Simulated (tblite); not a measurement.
C6H8F (doublet state).
SMILES with atom numbers: `[F:1][C@@:2]12[CH2:3][CH:4][C@@H:5]1[CH2:6][CH2:7]2` (hydrogens: H8, H9 on C3; H10 on C4; H11 on C5; H12, H13 on C6; H14, H15 on C7)

Computed with GFN2-xTB (tblite), gas phase: L-BFGS steps from a force-field or distance-geometry start until the largest atomic force falls under 0.01 eV/Å.

Step 6: E = -586.1479 eV
```
atom  x, y, z in Å  |  force x, y, z in eV/Å
F1     -0.1415    0.5190    2.0717    0.125   0.331  -0.054
C2      0.0901    0.3856    0.7285    0.216  -0.006   0.034
C3      1.5325    0.4266    0.2170    0.230  -0.181   0.014
C4      1.2223   -0.8571   -0.5159   -0.036   0.195  -0.146
C5     -0.1434   -0.9911    0.0773    0.015  -0.131  -0.017
C6     -1.4106   -0.3962   -0.5966   -0.037  -0.056   0.043
C7     -0.9315    1.0169   -0.2208   -0.129  -0.015  -0.102
H8      2.2743    0.2101    0.9862    0.059   0.190   0.253
H9      1.8563    1.3419   -0.3078   -0.220  -0.435   0.015
H10     1.9221   -1.6754   -0.6422   -0.215   0.264  -0.166
H11    -0.2728   -1.9130    0.6387   -0.258  -0.074   0.051
H12    -1.6207   -0.6182   -1.6442    0.224   0.052   0.111
H13    -2.2803   -0.6609    0.0101    0.078  -0.080  -0.158
H14    -1.6513    1.6939    0.2275   -0.128  -0.105   0.108
H15    -0.4499    1.5259   -1.0514    0.075   0.051   0.015
```

Step 7: E = -586.1754 eV
```
atom  x, y, z in Å  |  force x, y, z in eV/Å
F1     -0.1314    0.5435    2.0688    0.067   0.296   0.066
C2      0.0899    0.3889    0.7301    0.268  -0.095   0.022
C3      1.5341    0.4199    0.2243    0.279  -0.152  -0.079
C4      1.2220   -0.8574   -0.5231   -0.053   0.152   0.168
C5     -0.1383   -0.9951    0.0889   -0.151  -0.105  -0.218
C6     -1.4050   -0.4032   -0.5953   -0.116   0.091   0.004
C7     -0.9363    1.0176   -0.2203   -0.018  -0.089  -0.054
H8      2.2843    0.2260    0.9981   -0.091   0.097   0.142
H9      1.8545    1.3290   -0.3061   -0.177  -0.316  -0.042
H10     1.9211   -1.6764   -0.6613   -0.242   0.304  -0.160
H11    -0.2905   -1.9255    0.6358   -0.128   0.041   0.053
H12    -1.6186   -0.6189   -1.6446    0.298   0.030   0.119
H13    -2.2845   -0.6690   -0.0026    0.122  -0.070  -0.100
H14    -1.6566    1.6963    0.2314   -0.078  -0.195   0.064
H15    -0.4491    1.5323   -1.0459    0.020   0.013   0.015
```

Step 8: E = -586.1977 eV
```
atom  x, y, z in Å  |  force x, y, z in eV/Å
F1     -0.1215    0.5689    2.0669    0.040   0.233   0.100
C2      0.0936    0.3900    0.7311    0.183  -0.121   0.036
C3      1.5395    0.4112    0.2301    0.168  -0.096  -0.072
C4      1.2199   -0.8546   -0.5278   -0.067   0.019   0.345
C5     -0.1367   -0.9995    0.0951   -0.223  -0.027  -0.253
C6     -1.4012   -0.4075   -0.5940   -0.113   0.166  -0.028
C7     -0.9396    1.0166   -0.2204    0.103  -0.094   0.032
H8      2.2913    0.2405    1.0112   -0.158   0.001   0.055
H9      1.8495    1.3126   -0.3063   -0.080  -0.129  -0.128
H10     1.9160   -1.6716   -0.6796   -0.207   0.256  -0.176
H11    -0.3074   -1.9345    0.6345   -0.012   0.132   0.028
H12    -1.6109   -0.6188   -1.6431    0.315   0.005   0.051
H13    -2.2862   -0.6771   -0.0142    0.099  -0.061  -0.030
H14    -1.6626    1.6941    0.2360   -0.008  -0.263   0.022
H15    -0.4481    1.5376   -1.0413   -0.038  -0.021   0.019
```

**Question.** Estimate the geometry and energy of step 9. (The exact step hangs on the optimiser's Hessian estimate; all steps are aligned on step 8, rigid shifts and turns removed.)

**Answer.** E = -586.2179 eV, largest force 0.384 eV/Å
```
atom  x, y, z in Å  |  force x, y, z in eV/Å
F1     -0.1111    0.5978    2.0668    0.032   0.137   0.066
C2      0.0995    0.3891    0.7332    0.020  -0.078   0.063
C3      1.5466    0.4014    0.2349   -0.013  -0.004  -0.005
C4      1.2166   -0.8526   -0.5255   -0.075  -0.123   0.356
C5     -0.1393   -1.0039    0.0972   -0.192   0.062  -0.131
C6     -1.3992   -0.4085   -0.5935   -0.052   0.160  -0.045
C7     -0.9404    1.0143   -0.2193    0.182  -0.055   0.100
H8      2.2954    0.2544    1.0245   -0.161  -0.084  -0.003
H9      1.8442    1.2958   -0.3093    0.015   0.033  -0.201
H10     1.9080   -1.6634   -0.7011   -0.134   0.143  -0.195
H11    -0.3237   -1.9408    0.6333    0.069   0.184   0.002
H12    -1.5981   -0.6189   -1.6415    0.290  -0.009  -0.061
H13    -2.2866   -0.6862   -0.0258    0.041  -0.037   0.031
H14    -1.6680    1.6872    0.2405    0.051  -0.287   0.008
H15    -0.4482    1.5423   -1.0363   -0.073  -0.042   0.016
```

The energy changes by -0.0203 eV. The first-order estimate −F·Δx gives -0.0281 eV and the mean of the old and new forces, exact on a quadratic surface, -0.0203 eV. The step makes an angle of 59° with the force vector and moves no atom by more than 0.031 Å.

The cost below is that of the whole relaxation. On one thread, Arm Neoverse V1 (aarch64), shared host, this took 0.3 s wall.
